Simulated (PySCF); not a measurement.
**Correlation energy of Be (beryllium, neutral)**

[He] 2s2, closed-shell 1S. Computed with PySCF 2.14 in x2c-TZVPPall with one added diffuse shell of s type (6s3p1d, 20 functions), with scalar relativity by spin-free X2C-1e. Frozen: nothing; 4 electrons correlated.

```
  level  correlation energy (mhartree)
   CCSD                         -76.26
    (T)                          -0.28
CCSD(T)                         -76.54
  CCSDT                         -76.56
    FCI                         -76.57
```

Diagnostics: T1 = 0.015, D1 = 0.0299, largest double amplitude 0.147, weight of the Hartree-Fock determinant in FCI 0.9058 (36100 determinants).

Cost of the coupled-cluster step: roughly 0.1 core-seconds, for 4 correlated electrons.

This basis was not built for core-valence correlation, so the inner-shell part is incomplete.
